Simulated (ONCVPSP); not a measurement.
**Building the ONCV potential for Zn (Z = 30) (PBE, scalar-relativistic).**

The input file (ONCVPSP 4.0.1):

```
# ATOM AND REFERENCE CONFIGURATION
# atsym  z   nc   nv     iexc    psfile
  Zn 30.00    3    4        4      upf
#
#   n    l    f
    1    0    2.00
    2    0    2.00
    2    1    6.00
    3    0    2.00
    3    1    6.00
    3    2   10.00
    4    0    1.50
#
# PSEUDOPOTENTIAL AND OPTIMIZATION
# lmax
    2
#
#   l,   rc,      ep,       ncon, nbas, qcut
    0    1.00    0.00    3    6   13.80
    1    0.85    0.00    4    8   14.00
    2    1.10    0.00    4    9   15.70
#
# LOCAL POTENTIAL
# lloc, lpopt,  rc(5),   dvloc0
    4    5    0.65    0.00
#
# VANDERBILT-KLEINMAN-BYLANDER PROJECTORs
# l, nproj, debl
    0    2    3.40
    1    3    2.50
    2    2    1.60
#
# MODEL CORE CHARGE
# icmod, fcfact, rcfact
    3    3.00    1.50
#
# LOG DERIVATIVE ANALYSIS
# epsh1, epsh2, depsh
   -6.00    5.00    0.04
#
# OUTPUT GRID
# rlmax, drl
    6.00    0.01
#
# TEST CONFIGURATIONS
# ncnf
    4
# nvcnf
#   n    l    f
    4
    3    0    2.00
    3    1    6.00
    3    2   10.00
    4    0    2.00
#
    4
    3    0    2.00
    3    1    6.00
    3    2   10.00
    4    0    1.00
#
    4
    3    0    2.00
    3    1    6.00
    3    2   10.00
    4    0    0.00
#
    5
    3    0    2.00
    3    1    6.00
    3    2   10.00
    4    0    0.00
    4    1    2.00
#
```

Command:

```bash
oncvpsp.x < Zn.dat > Zn.out
```

Output (shortened: citation, most of the input echo, consistency checks and plot data are left out):

```
ONCVPSP  (Optimized Norm-Conservinng Vanderbilt PSeudopotential)
scalar-relativistic version 4.0.1

#   n    l    f        energy (Ha)
    1    0    2.00    -3.5023462E+02
    2    0    2.00    -4.2734871E+01
    2    1    6.00    -3.7064580E+01
    3    0    2.00    -4.9188384E+00
    3    1    6.00    -3.2348861E+00
    3    2   10.00    -5.4168224E-01
    4    0    1.50    -3.6163465E-01

Reference configufation results
  iterations    28
  all-electron total energy (Ha)   -1.79587392D+03

Begin loop to  construct optimized pseudo wave functions
and semi-local pseudopoentials for all angular momenta

Calculating optimized projector #   1

 for l=   0

    Fraction of norm inside rc  0.891342
    Optimizing pswf for qcut=  13.80 a_B^-1,  ecut=  95.18 Ha
    Residual kinetic energy error=  4.73D-07 Ha

    Energy error per electron        Cutoff
         Ha          eV             Ha
         0.01000     0.27211       51.44
         0.00100     0.02721       65.38
         0.00010     0.00272       76.41
         0.00001     0.00027       85.22

Calculating optimized projector #   2

 for l=   0

    Fraction of norm inside rc  0.030362
    Optimizing pswf for qcut=  13.80 a_B^-1,  ecut=  95.18 Ha
    Residual kinetic energy error=  9.25D-08 Ha

    Energy error per electron        Cutoff
         Ha          eV             Ha
         0.01000     0.27211       34.48
         0.00100     0.02721       53.33
         0.00010     0.00272       67.40
         0.00001     0.00027       78.45

WARNING wellstate: negative energy specified for n= 4 l=  1
WARNING scattering state with energy  0.25000000
WARNING will be used for the first projector

   Wellstate for l =  1  n =  4
     eigenvalue =   0.2500
     asymptotic potential =   0.7500
     half-point radius =  2.3823

   Wellstate for l =  1  n =  5
     eigenvalue =   2.7500
     asymptotic potential =   3.2500
     half-point radius =  2.3144

Calculating optimized projector #   1

 for l=   1

    Fraction of norm inside rc  0.729521
    Optimizing pswf for qcut=  14.01 a_B^-1,  ecut=  98.15 Ha
    Residual kinetic energy error=  8.32D-06 Ha

    Energy error per electron        Cutoff
         Ha          eV             Ha
         0.01000     0.27211       37.64
         0.00100     0.02721       46.66
         0.00010     0.00272       77.58
         0.00001     0.00027       96.44

Calculating optimized projector #   2

 for l=   1

    Fraction of norm inside rc  0.042852
    Optimizing pswf for qcut=  14.01 a_B^-1,  ecut=  98.15 Ha
    Residual kinetic energy error=  2.04D-06 Ha

    Energy error per electron        Cutoff
         Ha          eV             Ha
         0.01000     0.27211       29.40
         0.00100     0.02721       39.90
         0.00010     0.00272       49.60
         0.00001     0.00027       86.42

Calculating optimized projector #   3

 for l=   1

    Fraction of norm inside rc  0.033228
    Optimizing pswf for qcut=  14.01 a_B^-1,  ecut=  98.15 Ha
    Residual kinetic energy error=  4.10D-06 Ha

    Energy error per electron        Cutoff
         Ha          eV             Ha
         0.01000     0.27211       31.32
         0.00100     0.02721       41.59
         0.00010     0.00272       54.07
         0.00001     0.00027       91.22

   Wellstate for l =  2  n =  4
     eigenvalue =   1.0583
     asymptotic potential =   1.5583
     half-point radius =  2.5497

Calculating optimized projector #   1

 for l=   2

    Fraction of norm inside rc  0.735213
    Optimizing pswf for qcut=  15.68 a_B^-1,  ecut= 122.95 Ha
    Residual kinetic energy error=  3.81D-07 Ha

    Energy error per electron        Cutoff
         Ha          eV             Ha
         0.01000     0.27211       75.74
         0.00100     0.02721       90.07
         0.00010     0.00272      101.36
         0.00001     0.00027      110.40

Calculating optimized projector #   2

 for l=   2

    Fraction of norm inside rc  0.096989
    Optimizing pswf for qcut=  15.68 a_B^-1,  ecut= 122.95 Ha
    Residual kinetic energy error=  2.15D-07 Ha

    Energy error per electron        Cutoff
         Ha          eV             Ha
         0.01000     0.27211       68.82
         0.00100     0.02721       85.64
         0.00010     0.00272       99.01
         0.00001     0.00027      109.36

Construct Vanderbilt / Kleinmman-Bylander projectors

B matrix Hermiticity error, ll=   0
   1   2    6.0849E-04

  Orthonormal projector coefficients  2.9586E+01  3.5633E+00

B matrix Hermiticity error, ll=   1
   1   2    5.3371E-04
   1   3   -9.0563E-04
   2   3    1.1996E-04

  Orthonormal projector coefficients  1.7954E+01  5.8175E+00  1.5423E+00

B matrix Hermiticity error, ll=   2
   1   2    2.3937E-04

  Orthonormal projector coefficients -8.5387E+00 -3.5327E+00

Model core correction analysis
  based on d2Exc/dn_idn_j

d2excae - all-electron derivatives

   -4.417621D-02   -4.103388D-02   -3.019515D-02   -2.053555D-03
   -4.103404D-02   -3.951311D-02   -2.981457D-02   -2.452824D-03
   -3.019549D-02   -2.981476D-02   -2.768290D-02   -7.001008D-03
   -2.053327D-03   -2.452365D-03   -6.999216D-03   -3.789726D-02

d2excps - pseudofunction derivatives with no core correction

   -4.436470D-02   -4.199841D-02   -3.324930D-02   -2.175492D-03
   -4.199840D-02   -4.017190D-02   -3.269484D-02   -2.572459D-03
   -3.324957D-02   -3.269499D-02   -2.917972D-02   -7.108194D-03
   -2.175190D-03   -2.572003D-03   -7.106404D-03   -3.790965D-02

rms 2nd derivative error    1.579136E-03

rmatch, rhocmatch    0.3383   86.1706

Teter function model core charge with specified parameters

d2excps - pseudofunction derivatives with core correction

   -4.038453D-02   -3.877614D-02   -3.165332D-02   -1.894040D-03
   -3.877619D-02   -3.754534D-02   -3.126144D-02   -2.346214D-03
   -3.165348D-02   -3.126155D-02   -2.824206D-02   -6.996900D-03
   -1.893797D-03   -2.345748D-03   -6.995109D-03   -3.789036D-02

rms 2nd derivative error    1.526215E-03

Pseudoatom total energy -224.641567

Diagnostic tests using Vanderbilt-Kleinman-Bylander pseudopotentials
  1 or more projectors used as specified by nproj input data

   l    rcore       rmatch      e in        delta e   norm test  slope test

   0   1.0049241   1.0354358  -4.9188384  -0.0000044   1.0002492   1.0002497
   0   1.0049241   1.0354358  -0.3616347   0.0000138   1.0000978   1.0000769

   1   0.8550427   0.8810036  -3.2348861  -0.0000455   1.0002342   1.0002925
   1   0.8550427   0.8810036   0.2500000   0.0000564   1.0005402   1.0005402
   1   0.8550427   0.8810036   2.7500000   0.0001441   1.0006883   1.0006883

   2   1.1058621   1.1394384  -0.5416822  -0.0000091   1.0001582   1.0001698
   2   1.1058621   1.1394384   1.0583178  -0.0000051   1.0003524   1.0003524

 Testing for bound ghosts
   n   l    E NL Schr. Eq   E Basis Diag.   E Cutoff

   1   0       -4.918843       -4.918805    126.45
   2   0       -0.361621       -0.017115    126.45

   2   1       -3.234932       -3.233605    540.46

   3   2       -0.541691       -0.534807    362.44

 Testing for highly-localized positive-energy ghosts
       l    <radius>/rc     E Basis Diag.   E Cutoff

       0        0.906091       23.780748    126.45  WARNING - GHOST(+)

Test configuration 0

   n   l     f        eae           eps        diff
   1   0  2.0000 -350.23462432
   2   0  2.0000  -42.73487074
   2   1  6.0000  -37.06457964
   3   0  2.0000   -4.91883836   -4.91884271   -4.35D-06
   3   1  6.0000   -3.23488610   -3.23493164   -4.55D-05
   3   2 10.0000   -0.54168224   -0.54169136   -9.12D-06
   4   0  1.5000   -0.36163465   -0.36162081    1.38D-05

    Total energies and differences
      AE_ref= -1.79587392D+03  AE_tst= -1.79587392D+03  dif=  0.00D+00
      PS_ref= -2.24641567D+02  PS_tst= -2.24641567D+02  dif= -3.13D-13
      PSP excitation error=  3.13D-13

Test configuration 1

   n   l     f        eae           eps        diff
   1   0  2.0000 -350.06445616
   2   0  2.0000  -42.56792348
   2   1  6.0000  -36.89736575
   3   0  2.0000   -4.74920109   -4.74930326   -1.02D-04
   3   1  6.0000   -3.06498485   -3.06513870   -1.54D-04
   3   2 10.0000   -0.37265387   -0.37260347    5.04D-05
   4   0  2.0000   -0.21971926   -0.21972467   -5.41D-06

    Total energies and differences
      AE_ref= -1.79587392D+03  AE_tst= -1.79601874D+03  dif= -1.45D-01
      PS_ref= -2.24641567D+02  PS_tst= -2.24786401D+02  dif= -1.45D-01
      PSP excitation error=  1.29D-05

Test configuration 2

   n   l     f        eae           eps        diff
   1   0  2.0000 -350.42135238
   2   0  2.0000  -42.91734076
   2   1  6.0000  -37.24740084
   3   0  2.0000   -5.10449800   -5.10438571    1.12D-04
   3   1  6.0000   -3.42081080   -3.42072246    8.83D-05
   3   2 10.0000   -0.72618666   -0.72627041   -8.38D-05
   4   0  1.0000   -0.51441851   -0.51436979    4.87D-05

    Total energies and differences
      AE_ref= -1.79587392D+03  AE_tst= -1.79565534D+03  dif=  2.19D-01
      PS_ref= -2.24641567D+02  PS_tst= -2.24422979D+02  dif=  2.19D-01
      PSP excitation error= -8.01D-06

Test configuration 3

   n   l     f        eae           eps        diff
   1   0  2.0000 -350.83756540
   2   0  2.0000  -43.32207430
   2   1  6.0000  -37.65307431
   3   0  2.0000   -5.51656336   -5.51619538    3.68D-04
   3   1  6.0000   -3.83325218   -3.83285088    4.01D-04
   3   2 10.0000   -1.13393886   -1.13423147   -2.93D-04

    Total energies and differences
      AE_ref= -1.79587392D+03  AE_tst= -1.79497759D+03  dif=  8.96D-01
      PS_ref= -2.24641567D+02  PS_tst= -2.23745259D+02  dif=  8.96D-01
      PSP excitation error=  2.46D-05

Test configuration 4

   n   l     f        eae           eps        diff
   1   0  2.0000 -350.21604895
   2   0  2.0000  -42.71095893
   2   1  6.0000  -37.04090446
   3   0  2.0000   -4.90057080   -4.90046180    1.09D-04
   3   1  6.0000   -3.21675514   -3.21666882    8.63D-05
   3   2 10.0000   -0.52061130   -0.52076192   -1.51D-04
   4   1  2.0000   -0.10519490   -0.10518571    9.19D-06

    Total energies and differences
      AE_ref= -1.79587392D+03  AE_tst= -1.79563073D+03  dif=  2.43D-01
      PS_ref= -2.24641567D+02  PS_tst= -2.24398371D+02  dif=  2.43D-01
      PSP excitation error= -3.07D-07
```

The run took about 5.8 s on one core of a shared server CPU.
